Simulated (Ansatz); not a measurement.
Basis-set extrapolation for `Cl[SiH]1CC1` (PBE0-D4/def2-TZVP geometry, frozen core, Ansatz 0.2.0). Multiplicity 1, RHF reference.

```csv
,def2-TZVPP,def2-QZVPP
HF,-827.139734,-827.165189
MP2 correlation,-0.649179,-0.699281
CCSD(T) correlation,-0.725129,not run
```

Energies in hartree. Use E(X) = E(∞) + A·exp(−7.88·√X) for Hartree–Fock and E(X) = E(∞) + B·X^(−2.97) for correlation, with X = 3 and 4, and add CCSD(T) minus MP2 of the smaller set to the MP2 limit.

Problem. What is the CCSD(T) energy at the basis-set limit?

Solution. HF limit: -827.165189 + (-0.025455) × 0.13774 = -827.16870. MP2 limit: -0.699281 + (-0.050102) × 0.74074 = -0.73639. Higher-order term: -0.725129 − (-0.649179) = -0.07595. Total: -827.98104 hartree, 3.16 eV below CCSD(T)/def2-TZVPP.
